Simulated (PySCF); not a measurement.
PbH4.
Geometry (PBE0-D3(BJ)/def2-SVP, Å), atoms numbered from 1 in this order:
```xyz
5
PbH4 angstrom
Pb    -0.0002    0.0001    0.0002
H      0.0131   -0.0193    1.7573
H      1.6519    0.0107   -0.5978
H     -0.8361    1.4389   -0.5641
H     -0.8287   -1.4304   -0.5956
```

Theory: TDDFT PBE0/def2-SVPD, vertical, gas phase, core orbitals frozen in the response, def2 core potentials past Kr (PySCF). Spin–orbit coupling is left out.

Kohn–Sham orbitals with the atoms that hold most of them (Löwdin shares over 4%, at most four atoms; ? is withheld):

```tsv
orbital	ε (eV)	atoms
LUMO+2	0.73	Pb1 60%, H4 11%, H5 10%, H3 9%
LUMO+1	0.73	Pb1 60%, H3 11%, H5 10%, H4 9%
LUMO	-0.75	?
HOMO	-8.90	Pb1 43%, H3 37%, H5 13%, H4 4%
HOMO-1	-8.90	Pb1 43%, H5 25%, H4 25%
HOMO-2	-8.90	Pb1 43%, H2 36%, H4 14%, H5 5%
HOMO-3	-15.63	Pb1 49%, H3 13%, H5 13%, H4 13%
```

Q: Which atoms hold the LUMO, and with what shares?

A: Pb1 (bonded to 4 H) 42%; H2 (bonded to Pb) 14%; H4 (bonded to Pb) 14%; H5 (bonded to Pb) 14%. By element: hydrogen 43% or more, lead 42%.

Within 0.005 eV of a neighbour in this list lie HOMO-2/HOMO-1/HOMO and LUMO+1/LUMO+2 (point group found: Td); within a degenerate set the shares of single atoms can hang on how the components are chosen.

Q: How does S1 compare with the orbital gap of 8.14 eV?

A: S1 is at 7.22 eV (f = 0.156), 0.92 eV below the gap, made of HOMO-2/HOMO-1/HOMO→LUMO (≥93%). S1/S2/S3 lie within about 0.01 eV of each other. 

Next come S2 at 7.22 eV (f 0.156), HOMO-2/HOMO-1/HOMO→LUMO (≥93%); S3 at 7.23 eV (f 0.157), HOMO-2/HOMO-1/HOMO→LUMO (≥93%); S4 at 8.17 eV (f 0.0000), HOMO-2/HOMO-1/HOMO→LUMO+1/LUMO+2 (99%); S5 at 8.17 eV (f 0.0000), HOMO-2/HOMO-1/HOMO→LUMO+3 (50%), HOMO-2/HOMO-1/HOMO→LUMO+1/LUMO+2 (50%).

Orbitals of the list HOMO-3 to LUMO+2 that lie within 0.01 eV of each other are written together with a slash and their weights summed (≥ marks a lower bound); for degenerate orbitals outside that list single weights are arbitrary.
